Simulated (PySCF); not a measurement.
Geometry:
| atom | x (Å) | y (Å) | z (Å) |
| --- | --- | --- | --- |
| C1 | 3.969 | 0.215 | -0.190 |
| C2 | 2.595 | -0.120 | -0.210 |
| C3 | 1.409 | -0.412 | -0.232 |
| C4 | 0.089 | -0.762 | -0.267 |
| C5 | -0.949 | 0.074 | 0.140 |
| C6 | -2.258 | -0.327 | 0.087 |
| C7 | -3.389 | 0.486 | 0.499 |
| H8 | 4.114 | 1.295 | -0.184 |
| H9 | 4.486 | -0.240 | -1.036 |
| H10 | 4.415 | -0.196 | 0.722 |
| H11 | -0.146 | -1.755 | -0.641 |
| H12 | -0.705 | 1.063 | 0.507 |
| H13 | -2.482 | -1.322 | -0.285 |
| H14 | -3.955 | -0.039 | 1.275 |
| H15 | -4.098 | 0.576 | -0.330 |
| H16 | -3.102 | 1.472 | 0.852 |

Total charge +1.

Geometry: GFN2-xTB; GIAO shifts from PySCF 2.14.0 with density-fitted response routines, gas phase, non-relativistic, averaged over equivalent atoms.

At PBE0/def2-SVP (143 basis functions, 15 s wall time on 1 thread of an Intel Xeon Platinum 8488C, shared host):
```tsv
atoms	δ (ppm)
C2	215.6
C6	213.6
C4	184.2
C5	144.4
C3	105.0
C7	31.1
C1	14.4
H13	9.07
H11	8.31
H12	7.70
H8/H9/H10	3.55
H14/H15/H16	3.26
```

Shifts are taken against calculated references (same method and geometry level): TMS for ¹³C (σ = 196.16 ppm) and ¹H (σ = 31.81 ppm).

**Question.** What do these become at OPBE/pcSseg-1?

**Answer.** 
| atoms | δ at OPBE/pcSseg-1 | change |
| --- | --- | --- |
| C2 | 218.7 | +3.1 |
| C6 | 209.6 | -4.0 |
| C4 | 176.9 | -7.3 |
| C5 | 147.3 | +2.9 |
| C3 | 123.2 | +18.2 |
| C7 | 36.7 | +5.6 |
| C1 | 20.6 | +6.2 |
| H13 | 9.04 | -0.03 |
| H11 | 8.26 | -0.05 |
| H12 | 7.80 | +0.10 |
| H8/H9/H10 | 3.94 | +0.39 |
| H14/H15/H16 | 3.54 | +0.28 |

δ = σ(ref) − σ, references computed at the same level: TMS for ¹³C (σref 187.50) and ¹H (σref 31.67).

The largest change is at C3 (alkyne carbon). Cost: 164 basis functions, 36 s wall time on 1 thread of an Intel Xeon Platinum 8488C, shared host. The order of the carbon signals is the same at both levels.
